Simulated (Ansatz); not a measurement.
Job for Ansatz (a first-principles code): R-B3LYP-D3(BJ)/def2-TZVP on AlH7OSi.

Ansatz 0.2 input:
```yaml
crystal:
  periodic: [false, false, false]
  atoms:
    - {symbol: Si, position_ang: [1.55500000, 0.43200000, 0.00000000]}
    - {symbol: H, position_ang: [2.90500000, -0.21800000, 0.00000000]}
    - {symbol: H, position_ang: [1.45500000, 1.28200000, 1.20000000]}
    - {symbol: H, position_ang: [1.45500000, 1.28200000, -1.20000000]}
    - {symbol: O, position_ang: [0.20500000, -0.66800000, 0.00000000]}
    - {symbol: H, position_ang: [0.35500000, -1.63800000, 0.00000000]}
    - {symbol: Al, position_ang: [-1.69500000, -0.16800000, 0.00000000]}
    - {symbol: H, position_ang: [-1.74500000, 1.43200000, 0.00000000]}
    - {symbol: H, position_ang: [-2.24500000, -0.86800000, 1.35000000]}
    - {symbol: H, position_ang: [-2.24500000, -0.86800000, -1.35000000]}
basis:
  gaussian:
    orbitals: def2-TZVP
hamiltonian:
  xc: b3lyp
  dispersion: d3bj
relax: {f_tol: 0.004, max_steps: 120}
scf: {lower_state_search: off}
```

Output:

```
WARN ansatz: RAYON_NUM_THREADS=4 ignored (pool sized by the plan → 4); use --threads N
Functional definition: B3LYP
these checks for a lower state are left out or cut short: stability, starts, cluster_reference, orbital_swaps, neighbouring_geometries, increment
integrals: 0.06 GiB planned
979 factors; their error is unknown
mean field: 0.58 GiB planned
mean field evaluation 1: about -16634.9003 eV, gradient 5.0e1 eV
mean field evaluation 2: about -16628.6862 eV, gradient 7.9e1 eV
mean field evaluation 4: about -16639.0867 eV, gradient 8.9e-1 eV
mean field evaluation 8: about -16639.1252 eV, gradient 1.8e-1 eV
mean field evaluation 16: about -16639.1252 eV, gradient 7.2e-6 eV
mean field -16639.12521333 eV, -611.4765731858 hartree, gradient 1.0e-6 eV, S^2 0.000000; 0 other end points of the search recorded, 0 dependent functions left out
the calculation of the forces begins
reference -16639.12553474 eV, -611.4765849973 hartree; 21, 21 occupied and 126, 126 virtual orbitals, 979 factors
relax step   1: F+E_penalty+E_count = -16639.43742431 eV  Δ(F+E_penalty+E_count) = +0.000e0 eV  max|allowed force component| = 1.173e0 eV/Å  Δτ_max = 0.0000 Å  (16 SCF iters, accepted)
these checks for a lower state are left out or cut short: stability, starts, cluster_reference, orbital_swaps, neighbouring_geometries, increment
integrals: 0.06 GiB planned
979 factors; their error is unknown
mean field: 0.58 GiB planned
mean field -16639.30658498 eV, -611.4832384711 hartree, gradient 1.7e-6 eV, S^2 0.000000; 0 other end points of the search recorded, 0 dependent functions left out
the calculation of the forces begins
reference -16639.30690145 eV, -611.4832501011 hartree; 21, 21 occupied and 126, 126 virtual orbitals, 979 factors
relax step   2: F+E_penalty+E_count = -16639.62549012 eV  Δ(F+E_penalty+E_count) = -1.881e-1 eV  max|allowed force component| = 5.830e-1 eV/Å  Δτ_max = 0.1968 Å  (19 SCF iters, accepted)
these checks for a lower state are left out or cut short: stability, starts, cluster_reference, orbital_swaps, neighbouring_geometries, increment
integrals: 0.06 GiB planned
979 factors; their error is unknown
mean field: 0.58 GiB planned
mean field evaluation 32: about -16639.3310 eV, gradient 2.6e-3 eV
mean field -16639.33104282 eV, -611.4841372799 hartree, gradient 1.4e-6 eV, S^2 0.000000; 0 other end points of the search recorded, 0 dependent functions left out
the calculation of the forces begins
reference -16639.33135769 eV, -611.4841488513 hartree; 21, 21 occupied and 126, 126 virtual orbitals, 979 factors
relax step   3: F+E_penalty+E_count = -16639.65114800 eV  Δ(F+E_penalty+E_count) = -2.566e-2 eV  max|allowed force component| = 2.701e-1 eV/Å  Δτ_max = 0.0543 Å  (21 SCF iters, accepted)
these checks for a lower state are left out or cut short: stability, starts, cluster_reference, orbital_swaps, neighbouring_geometries, increment
integrals: 0.06 GiB planned
979 factors; their error is unknown
mean field: 0.58 GiB planned
mean field -16639.33747417 eV, -611.4843736278 hartree, gradient 1.4e-6 eV, S^2 0.000000; 0 other end points of the search recorded, 0 dependent functions left out
the calculation of the forces begins
reference -16639.33778751 eV, -611.4843851426 hartree; 21, 21 occupied and 126, 126 virtual orbitals, 979 factors
relax step   4: F+E_penalty+E_count = -16639.65865144 eV  Δ(F+E_penalty+E_count) = -7.503e-3 eV  max|allowed force component| = 8.177e-2 eV/Å  Δτ_max = 0.0424 Å  (21 SCF iters, accepted)
these checks for a lower state are left out or cut short: stability, starts, cluster_reference, orbital_swaps, neighbouring_geometries, increment
integrals: 0.06 GiB planned
979 factors; their error is unknown
mean field: 0.59 GiB planned
mean field -16639.34028310 eV, -611.4844768541 hartree, gradient 1.4e-6 eV, S^2 0.000000; 0 other end points of the search recorded, 0 dependent functions left out
the calculation of the forces begins
reference -16639.34059508 eV, -611.4844883192 hartree; 21, 21 occupied and 126, 126 virtual orbitals, 979 factors
relax step   5: F+E_penalty+E_count = -16639.66297543 eV  Δ(F+E_penalty+E_count) = -4.324e-3 eV  max|allowed force component| = 5.930e-2 eV/Å  Δτ_max = 0.0629 Å  (20 SCF iters, accepted)
these checks for a lower state are left out or cut short: stability, starts, cluster_reference, orbital_swaps, neighbouring_geometries, increment
integrals: 0.06 GiB planned
979 factors; their error is unknown
mean field: 0.59 GiB planned
mean field -16639.33997955 eV, -611.4844656988 hartree, gradient 1.4e-6 eV, S^2 0.000000; 0 other end points of the search recorded, 0 dependent functions left out
the calculation of the forces begins
reference -16639.34029085 eV, -611.4844771388 hartree; 21, 21 occupied and 126, 126 virtual orbitals, 979 factors
relax step   6: F+E_penalty+E_count = -16639.66413987 eV  Δ(F+E_penalty+E_count) = -1.164e-3 eV  max|allowed force component| = 3.244e-2 eV/Å  Δτ_max = 0.0436 Å  (20 SCF iters, accepted)
these checks for a lower state are left out or cut short: stability, starts, cluster_reference, orbital_swaps, neighbouring_geometries, increment
integrals: 0.06 GiB planned
979 factors; their error is unknown
mean field: 0.59 GiB planned
mean field evaluation 64: about -16639.3396 eV, gradient 2.7e-3 eV
mean field -16639.33961507 eV, -611.4844523043 hartree, gradient 1.4e-6 eV, S^2 0.000000; 0 other end points of the search recorded, 0 dependent functions left out
the calculation of the forces begins
reference -16639.33992616 eV, -611.4844637368 hartree; 21, 21 occupied and 126, 126 virtual orbitals, 979 factors
relax step   7: F+E_penalty+E_count = -16639.66432066 eV  Δ(F+E_penalty+E_count) = -1.808e-4 eV  max|allowed force component| = 3.645e-3 eV/Å  Δτ_max = 0.0171 Å  (21 SCF iters, accepted)
these checks for a lower state are left out or cut short: stability, starts, cluster_reference, orbital_swaps, neighbouring_geometries, increment
integrals: 0.06 GiB planned
979 factors; their error is unknown
mean field: 0.59 GiB planned
mean field -16639.33932620 eV, -611.4844416887 hartree, gradient 1.8e-6 eV, S^2 0.000000; 0 other end points of the search recorded, 0 dependent functions left out
the calculation of the forces begins
reference -16639.33963715 eV, -611.4844531159 hartree; 21, 21 occupied and 126, 126 virtual orbitals, 979 factors
relax step   8: F+E_penalty+E_count = -16639.66432717 eV  Δ(F+E_penalty+E_count) = -6.504e-6 eV  max|allowed force component| = 3.576e-3 eV/Å  Δτ_max = 0.0074 Å  (14 SCF iters, accepted)
Total energy: -16639.66463812 eV, -611.4963966810 hartree
Atom 0 at     1.440188     0.496340     0.000000 Å, force     0.000026    -0.002925     0.000000 eV/Å
Atom 1 at     2.700284    -0.278813     0.000000 Å, force     0.002734     0.001352     0.000000 eV/Å
Atom 2 at     1.311116     1.299521     1.223502 Å, force     0.000442     0.000654     0.000001 eV/Å
Atom 3 at     1.311116     1.299521    -1.223502 Å, force     0.000442     0.000654    -0.000001 eV/Å
Atom 4 at     0.221455    -0.697496    -0.000000 Å, force     0.000641     0.003026    -0.000000 eV/Å
Atom 5 at     0.487595    -1.622559    -0.000000 Å, force    -0.001341     0.000036    -0.000000 eV/Å
Atom 6 at    -1.707105    -0.192943    -0.000000 Å, force     0.003576    -0.002943     0.000000 eV/Å
Atom 7 at    -1.331015     1.364140    -0.000000 Å, force    -0.000291    -0.000340    -0.000000 eV/Å
Atom 8 at    -2.216817    -0.833856     1.362998 Å, force    -0.003115     0.000243    -0.000381 eV/Å
Atom 9 at    -2.216817    -0.833856    -1.362998 Å, force    -0.003115     0.000243     0.000381 eV/Å
Dipole moment:     0.931336    -0.220847    -0.000000 e Å
Checks for a lower state left out: stability, starts, cluster_reference, orbital_swaps, neighbouring_geometries, increment
```

Self-consistency was reached.

Cost: very roughly 28 core-seconds.
